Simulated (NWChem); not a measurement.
All runs are NWChem calculations. System: AgF, charge 0, spin multiplicity 1, at a geometry optimised with PBE0/def2-SVP with def2 effective core potentials on Ag. The structure started from a generated list of species. Level: G0W0@PBE0/def2-SVPD with def2 effective core potentials on Ag, RI basis def2-svpd-rifit, no spin-orbit coupling.

Job file:

```
start mol
memory heap 200 mb stack 700 mb global 1700 mb
geometry units angstroms nocenter noautoz
  Ag     0.000000     0.000000    -0.317217
  F      0.000000     0.000000     1.656577
  symmetry group C2v
end
basis spherical
  * library def2-svpd
end
ecp
  Ag library def2-ecp
end
basis "ri basis" bse spherical
  * library def2-svpd-rifit
end
dft
  xc pbe0
  iterations 100
  direct
  tolerances tight
end
task dft energy
gw
  states alpha occ 4 vir 2
end
task dft gw
```

Part of the output:

```
             Northwest Computational Chemistry Package (NWChem) 7.3.0
             --------------------------------------------------------

                                NWChem Input Module
                                -------------------

 Scaling coordinates for geometry "geometry" by  1.889725989
 (inverse scale =  0.529177249)

 Turning off AUTOSYM since
 SYMMETRY directive was detected!

                             Geometry "geometry" -> ""
                             -------------------------

 Output coordinates in angstroms (scale by  1.889725989 to convert to a.u.)

  No.       Tag          Charge          X              Y              Z
 ---- ---------------- ---------- -------------- -------------- --------------
    1 Ag                  47.0000     0.00000000     0.00000000    -0.31721700
    2 F                    9.0000     0.00000000     0.00000000     1.65657700

 Effective nuclear repulsion energy (a.u.)     113.4069595545

            Nuclear Dipole moment (a.u.)
            ----------------------------
        X                 Y               Z
 ---------------- ---------------- ----------------
     0.0000000000     0.0000000000    -0.0000113384

      Symmetry information
      --------------------

 Group name             C2v
 Group number             16
 Group order               4
 No. of unique centers     2

      Symmetry unique atoms

     1    2


 Summary of "ao basis" -> "" (spherical)
 ------------------------------------------------------------------------------
       Tag                 Description            Shells   Functions and Types
 ---------------- ------------------------------  ------  ---------------------
 *                         def2-svpd                  on all atoms

 Summary of "ri basis" -> "" (spherical)
 ------------------------------------------------------------------------------
       Tag                 Description            Shells   Functions and Types
 ---------------- ------------------------------  ------  ---------------------
 *                      def2-svpd-rifit               on all atoms

                                 NWChem DFT Module
                                 -----------------

 Summary of "ao basis" -> "ao basis" (spherical)
 ------------------------------------------------------------------------------
       Tag                 Description            Shells   Functions and Types
 ---------------- ------------------------------  ------  ---------------------
 Ag                        def2-svpd                12       34   5s4p2d1f
 F                         def2-svpd                 9       23   4s3p2d

 Summary of "ao basis" -> "ao basis" (spherical)
 ------------------------------------------------------------------------------
       Tag                 Description            Shells   Functions and Types
 ---------------- ------------------------------  ------  ---------------------
 Ag                        def2-svpd                12       34   5s4p2d1f
 F                         def2-svpd                 9       23   4s3p2d

      Symmetry analysis of basis
      --------------------------

        a1         26
        a2          5
        b1         13
        b2         13

            General Information
            -------------------
          SCF calculation type: DFT
          Wavefunction type:  closed shell.
          No. of atoms     :     2
          No. of electrons :    28
           Alpha electrons :    14
            Beta electrons :    14
          Charge           :     0
          Spin multiplicity:     1
          Use of symmetry is: on ; symmetry adaption is: on
          Maximum number of iterations: 100
          This is a Direct SCF calculation.
          AO basis - number of functions:    57
                     number of shells:    21
          Convergence on energy requested:  1.00D-06
          Convergence on density requested:  1.00D-05
          Convergence on gradient requested:  5.00D-04

              XC Information
              --------------
                         PBE0 Method XC Functional
                     Hartree-Fock (Exact) Exchange  0.250
          PerdewBurkeErnzerhof Exchange Functional  0.750
            Perdew 1991 LDA Correlation Functional  1.000 local
           PerdewBurkeErnz. Correlation Functional  1.000 non-local

             Grid Information
             ----------------
          Grid used for XC integration:  medium
          Radial quadrature: Mura-Knowles
          Angular quadrature: Lebedev.
          Tag              B.-S. Rad. Rad. Pts. Rad. Cut. Ang. Pts.
          ---              ---------- --------- --------- ---------
          Ag                  1.60      123          10.0       590
          F                   0.50       49          10.0       434
          Grid pruning is: on
          Number of quadrature shells:   172
          Spatial weights used:  Erf1

          Convergence Information
          -----------------------
          Convergence aids based upon iterative change in
          total energy or number of iterations.
          Levelshifting, if invoked, occurs when the
          HOMO/LUMO gap drops below (HL_TOL):  1.00D-02
          DIIS, if invoked, will attempt to extrapolate
          using up to (NFOCK): 10 stored Fock matrices.

                    Damping( 0%)  Levelshifting(0.5)       DIIS
                  --------------- ------------------- ---------------
          dE  on:    start            ASAP                start
          dE off:    2 iters        100 iters           100 iters

      Screening Tolerance Information
[...]
 ---------------- ----- ----------------- --------- --------- ---------  ------
 d= 0,ls=0.0,diis     1   -246.4988622072 -2.92D+02  3.47D-02  8.46D-01     0.3

 !! scf_movecs_sym_adapt:   22 vectors were symmetry contaminated

  Symmetry fudging

 !! scf_movecs_sym_adapt:   20 vectors were symmetry contaminated

 d= 0,ls=0.0,diis     2   -245.7968854194  7.02D-01  2.51D-02  7.92D+00     0.5

 !! scf_movecs_sym_adapt:   20 vectors were symmetry contaminated

  Symmetry fudging

 !! scf_movecs_sym_adapt:   12 vectors were symmetry contaminated

 d= 0,ls=0.0,diis     3   -246.5931381736 -7.96D-01  5.73D-03  1.78D-01     0.7

 !! scf_movecs_sym_adapt:   22 vectors were symmetry contaminated

  Symmetry fudging

 !! scf_movecs_sym_adapt:   12 vectors were symmetry contaminated

 d= 0,ls=0.0,diis     4   -246.6103586188 -1.72D-02  9.76D-04  1.30D-02     0.8

 !! scf_movecs_sym_adapt:   22 vectors were symmetry contaminated

  Symmetry fudging

 !! scf_movecs_sym_adapt:   16 vectors were symmetry contaminated

 d= 0,ls=0.0,diis     5   -246.6114894006 -1.13D-03  2.44D-04  4.58D-04     1.0

 !! scf_movecs_sym_adapt:   18 vectors were symmetry contaminated

  Symmetry fudging

 !! scf_movecs_sym_adapt:   14 vectors were symmetry contaminated

 d= 0,ls=0.0,diis     6   -246.6115296454 -4.02D-05  9.02D-05  4.25D-05     1.2

 !! scf_movecs_sym_adapt:   22 vectors were symmetry contaminated

  Symmetry fudging

 !! scf_movecs_sym_adapt:   14 vectors were symmetry contaminated

 d= 0,ls=0.0,diis     7   -246.6115340386 -4.39D-06  9.02D-06  1.28D-06     1.3

 !! scf_movecs_sym_adapt:   18 vectors were symmetry contaminated

  Symmetry fudging

 !! scf_movecs_sym_adapt:   10 vectors were symmetry contaminated

 d= 0,ls=0.0,diis     8   -246.6115341667 -1.28D-07  2.43D-06  4.54D-08     1.5

         Total DFT energy =     -246.611534166672
      One electron energy =     -492.785056156065
           Coulomb energy =      224.850606883224
    Exchange-Corr. energy =      -24.522451522237
 Nuclear repulsion energy =       45.845366628406

 Numeric. integr. density =       27.999985307356

     Total iterative time =      1.4s

                  Occupations of the irreducible representations
                  ----------------------------------------------

                     irrep           alpha         beta
                     --------     --------     --------
                     a1                7.0          7.0
                     a2                1.0          1.0
                     b1                3.0          3.0
                     b2                3.0          3.0

                       DFT Final Molecular Orbital Analysis
                       ------------------------------------

 Vector   12  Occ=2.000000D+00  E=-3.013141D-01  Symmetry=b1
              MO Center=  2.8D-16,  4.5D-16,  1.2D+00, r^2= 1.3D+00
   Bfn.  Coefficient  Atom+Function         Bfn.  Coefficient  Atom+Function
  ----- ------------  ---------------      ----- ------------  ---------------
    39      0.593090  2 F  px                21     -0.431871  1 Ag d  1
    42     -0.403910  2 F  px                45     -0.119613  2 F  px
    26     -0.084844  1 Ag d  1               6      0.052791  1 Ag px
     9     -0.041761  1 Ag px

 Vector   13  Occ=2.000000D+00  E=-3.013141D-01  Symmetry=b2
              MO Center=  1.7D-16, -3.6D-16,  1.2D+00, r^2= 1.3D+00
   Bfn.  Coefficient  Atom+Function         Bfn.  Coefficient  Atom+Function
  ----- ------------  ---------------      ----- ------------  ---------------
    40      0.593090  2 F  py                19      0.431871  1 Ag d -1
    43     -0.403910  2 F  py                46     -0.119613  2 F  py
    24      0.084844  1 Ag d -1               7      0.052791  1 Ag py
    10     -0.041761  1 Ag py

 Vector   14  Occ=2.000000D+00  E=-2.955643D-01  Symmetry=a1
              MO Center=  1.5D-16,  5.0D-17,  6.4D-01, r^2= 1.8D+00
   Bfn.  Coefficient  Atom+Function         Bfn.  Coefficient  Atom+Function
  ----- ------------  ---------------      ----- ------------  ---------------
    20      0.581932  1 Ag d  0              41     -0.451491  2 F  pz
     4     -0.328065  1 Ag s                 44      0.320609  2 F  pz
     2      0.217412  1 Ag s                 25      0.126184  1 Ag d  0
     1     -0.100844  1 Ag s                  8      0.095503  1 Ag pz
     3      0.077214  1 Ag s                 47      0.072969  2 F  pz

 Vector   15  Occ=0.000000D+00  E=-1.189386D-01  Symmetry=a1
              MO Center= -1.6D-16, -1.4D-15, -9.4D-01, r^2= 3.5D+00
   Bfn.  Coefficient  Atom+Function         Bfn.  Coefficient  Atom+Function
  ----- ------------  ---------------      ----- ------------  ---------------
     4      0.657035  1 Ag s                  5      0.456577  1 Ag s
     2     -0.318815  1 Ag s                 41     -0.197978  2 F  pz
     3     -0.179206  1 Ag s                 20      0.156437  1 Ag d  0
     1      0.153446  1 Ag s                 44      0.152711  2 F  pz
     8      0.145347  1 Ag pz                14     -0.145848  1 Ag pz

 Vector   16  Occ=0.000000D+00  E= 2.277403D-03  Symmetry=b2
              MO Center= -7.0D-18,  1.9D-15, -5.3D-01, r^2= 7.3D+00
   Bfn.  Coefficient  Atom+Function         Bfn.  Coefficient  Atom+Function
  ----- ------------  ---------------      ----- ------------  ---------------
    13      0.928127  1 Ag py                 7     -0.192430  1 Ag py
    46     -0.178413  2 F  py                10      0.176491  1 Ag py
    40      0.108918  2 F  py                16      0.090950  1 Ag py
    19      0.080104  1 Ag d -1              43     -0.065488  2 F  py

 Vector   17  Occ=0.000000D+00  E= 2.277403D-03  Symmetry=b1
              MO Center=  7.1D-16, -7.9D-17, -5.3D-01, r^2= 7.3D+00
   Bfn.  Coefficient  Atom+Function         Bfn.  Coefficient  Atom+Function
  ----- ------------  ---------------      ----- ------------  ---------------
    12      0.928127  1 Ag px                 6     -0.192430  1 Ag px
    45     -0.178413  2 F  px                 9      0.176491  1 Ag px
    39      0.108918  2 F  px                15      0.090950  1 Ag px
    21     -0.080104  1 Ag d  1              42     -0.065488  2 F  px

 center of mass
 --------------
 x =   0.00000000 y =   0.00000000 z =  -0.03661974

 moments of inertia (a.u.)
 ------------------
         224.428993828606           0.000000000000           0.000000000000
           0.000000000000         224.428993828606           0.000000000000
           0.000000000000           0.000000000000           0.000000000000

     Multipole analysis of the density
     ---------------------------------

     L   x y z        total         alpha         beta         nuclear
     -   - - -        -----         -----         ----         -------
     0   0 0 0     -0.000000    -14.000000    -14.000000     28.000000

     1   1 0 0      0.000000      0.000000      0.000000      0.000000
     1   0 1 0     -0.000000     -0.000000     -0.000000      0.000000
     1   0 0 1     -2.352129     -9.568404     -9.568404     16.784679

     2   2 0 0    -17.001605     -8.500803     -8.500803      0.000000
     2   1 1 0      0.000000      0.000000      0.000000      0.000000
     2   1 0 1     -0.000000     -0.000000     -0.000000      0.000000
     2   0 2 0    -17.001605     -8.500803     -8.500803      0.000000
     2   0 1 1     -0.000000     -0.000000     -0.000000      0.000000
     2   0 0 2    -21.196994    -58.111744    -58.111744     95.026493

 Task  times  cpu:        1.5s     wall:        1.5s

                                NWChem Input Module
                                -------------------

                                 NWChem GW Module
                                 ----------------

                             ***********************
                             ***        GW       ***
                             ***********************

 Summary of "ri basis" -> "ri basis" (spherical)
 ------------------------------------------------------------------------------
       Tag                 Description            Shells   Functions and Types
 ---------------- ------------------------------  ------  ---------------------
 Ag                     def2-svpd-rifit             33      141   9s8p7d5f3g1h
 F                      def2-svpd-rifit             20       64   7s6p5d2f

                 Memory Information
                 ------------------
          Available GA per process is          1700.0 MBs
          Available stack per process is        700.0 MBs
          Available heap per process is           0.0 MBs

          Peak memory in Initialization
              Peak GA per process is                  1.7 MBs
              Peak stack per process is               0.0 MBs
              Peak heap per process is                2.0 MBs
              Memory not in MA per process            0.0 MBs

          Peak memory in AFF Calculation
              Peak GA per process is                  5.1 MBs
              Peak stack per process is               2.8 MBs
              Peak heap per process is                0.0 MBs
              Memory not in MA per process            2.8 MBs

          Computing 2-center integrals
          Computing Inverse Cholesky factor
          Computing 3-center integrals
          Computing V_xc ...

          Computing Sigma_x
          Computing RPA polarizability
          Solving quasiparticle equations

                  Alpha Orbitals
          State     Energy (eV)     Error (eV)
          -----------------------------------
@GW        11        -12.423           0.005
@GW        12         -9.890           0.004
@GW        13         -9.890           0.004
@GW        14         -9.895           0.004
@GW        15         -0.895           0.005
@GW        16          1.526           0.003

   Applying  -1.8521 eV scissor-shift to rest of particle states

   Applying   2.3414 eV scissor-shift to rest of hole states

     GW Timing Statistics
   ------------------------
   Init.   :          0.1s
     ERIs  :          0.1s
     Distr.:          0.0s
     Vxc   :          0.2s
   Sigma_x :          0.0s
   RPA     :          0.0s
   Wmn     :          0.0s
   Sigma_c :          0.0s
   GW total:          0.4s

 Task  times  cpu:        0.4s     wall:        0.4s

 Total times  cpu:        1.9s     wall:        1.9s
```
